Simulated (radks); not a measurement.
Values are calculated unless marked as measured or tabulated.
Spherical quantum dot in the effective-mass picture: electrons in a well V = -V0 / (1 + exp((r - R)/a)) with V0 = 22.2, R = 2.88, a = 0.23, with a point charge +1 (a donor) at the centre, all in effective atomic units (hartree* = m*/eps^2 hartree, bohr* = eps/m* bohr), one dielectric constant everywhere. Level of theory: non-relativistic Kohn-Sham, LDA (Slater exchange, Perdew-Wang correlation), spin-polarised, spherical densities (a radial shooting solver with Libxc functionals). Levels are named by radial order and angular momentum (1s, 1p, 1d, 2s, ...), and open shells are averaged over m. Each electron was tried in the lowest free levels, single moves between levels near the top were tried too, and the lowest total energy was kept; such a search can miss a lower state. At N = 1 the Hartree and exchange-correlation terms need not cancel, so that row can carry a self-interaction error.

N	open shells	2S	E (hartree*)	mu = E(N) - E(N-1) (hartree*)	addition energy mu(N+1) - mu(N) (hartree*)	e(HOMO) (hartree*)	rms radius (bohr*)
1	1s(up 1, down 0)	1	-22.4829	-22.483	0.7796	-22.175	1.142
2	none	0	-44.1861	-21.703	1.514	-21.413	1.227
3	1p(up 1, down 0)	1	-64.3757	-20.190	0.4901	-19.948	1.387
4	1p(up 2, down 0)	2	-84.0752	-19.699	0.5019	-19.449	1.472
5	1p(up 3, down 0)	3	-103.273	-19.198	0.6394	-18.946	1.528
6	1p(up 3, down 1)	2	-121.831	-18.558	0.4733	-18.324	1.572
7	1p(up 3, down 2)	1	-139.916	-18.085	0.4820	-17.845	1.607
8	none	0	-157.519	-17.603	1.312	-17.361	1.636
9	1d(up 1, down 0)	1	-173.810	-16.291	0.4535	-16.065	1.674
10	1d(up 2, down 0)	2	-189.648	-15.838	0.4551	-15.610	1.706
11	1d(up 3, down 0)	3	-205.031	-15.383	0.4555	-15.155	1.733
12	1d(up 4, down 0)	4	-219.958	-14.927	0.4553	-14.699	1.756
13	1d(up 5, down 0)	5	-234.430	-14.472	0.5770	-14.244	1.777
14	1d(up 5, down 1)	4	-248.325	-13.895	0.4414	-13.675	1.796
15	1d(up 5, down 2)	3	-261.778	-13.454	0.4430	-13.232	1.814
16	1d(up 5, down 3)	2	-274.789	-13.011	0.4436	-12.789	1.830
17	1d(up 5, down 4)	1	-287.356	-12.567	0.4436	-12.345	1.844
18	none	0	-299.479	-12.123	0.8245	-11.902	1.858
19	2s(up 1, down 0)	1	-310.778	-11.299	0.6688	-11.020	1.859
20	none	0	-321.408	-10.630	0.7624	-10.349	1.859
21	1f(up 1, down 0)	1	-331.276	-9.8676	0.4259	-9.6547	1.874
22	1f(up 2, down 0)	2	-340.718	-9.4417	0.4258	-9.2288	1.889
23	1f(up 3, down 0)	3	-349.733	-9.0159	0.4255	-8.8031	1.902
24	1f(up 4, down 0)	4	-358.324	-8.5904	0.4251	-8.3778	1.915
25	1f(up 5, down 0)	5	-366.489	-8.1653	0.4246	-7.9529	1.927
26	1f(up 6, down 0)	6	-374.230	-7.7407	0.4240	-7.5286	1.938
27	1f(up 7, down 0)	7	-381.547	-7.3167	-	-7.1049	1.948

All shells are closed at N = 2, 8, 18, 20 (there: 1s2 1p6 1d10 2s2); the second difference of the energy has clear peaks (12 % above both neighbours; the first and last values, which can be the largest, are not judged, and half-filled shells can peak too) at N = 2, 5, 8, 13, 18, 20.
